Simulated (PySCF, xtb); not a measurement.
B(F)2(Et) (C2H5BF2), SMILES FB(CC)F.

xtb with GFN2-xTB at its own geometry gives an orbital gap of 5.69 eV and a dipole moment of 2.17 D.

Geometry optimised at PBE0-D3(BJ)/def2-SVP. One conformer was computed; it need not be the lowest.

What does M06-2X/def2-TZVP run with PySCF give? (Estimate from the structure and the level; the computed values follow.)

gap 11.94 eV (levels -10.79 and 1.16 eV), dipole 1.73 D.
